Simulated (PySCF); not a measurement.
How methods differ on the excitation energy of Bi

Bi [Xe] 4f14 5d10 6s2 6p3 (4S) → Bi [Xe] 4f14 5d10 6s1 6p4, s spin flipped, as a difference of total energies. Computed with PySCF 2.14 in x2c-TZVPPall, with the spin-free X2C one-electron Hamiltonian (Gaussian nucleus). Correlated levels: valence: [Xe] 4f14 5d10 frozen; valence and next inner shell: [Kr] 4d10 4f14 frozen. The calculations carry no spin-orbit coupling.

```json
{"method": "UHF", "excitation energy (eV)": "13.189"}
{"method": "LDA", "excitation energy (eV)": "11.001"}
{"method": "PBE", "excitation energy (eV)": "11.000"}
{"method": "PBE0", "excitation energy (eV)": "11.548"}
{"method": "r2SCAN", "excitation energy (eV)": "11.556"}
{"method": "MN15", "excitation energy (eV)": "11.616"}
{"method": "B2PLYP", "excitation energy (eV)": "11.480"}
{"method": "BHandHLYP", "excitation energy (eV)": "11.865"}
{"method": "MP2 (valence)", "excitation energy (eV)": "12.070"}
{"method": "SCS-MP2 (valence)", "excitation energy (eV)": "11.838"}
{"method": "MP2 (valence and next inner shell)", "excitation energy (eV)": "11.739"}
{"method": "SCS-MP2 (valence and next inner shell)", "excitation energy (eV)": "11.534"}
```

**Question.** How much does correlation contribute at MP2 (valence and next inner shell)?

**Answer.** 11.739 − (13.189) = -1.450 eV, measured against UHF.

Spin-orbit coupling is strong in these open shells (close to jj coupling). The scalar numbers leave it out and a first-order estimate fails, so it can dominate the gap to the real levels.

The upper determinant mixes two multiplicities, so it lies between the two terms.

The upper state lies above the first ionisation limit, where it may autoionise and the basis confines it.
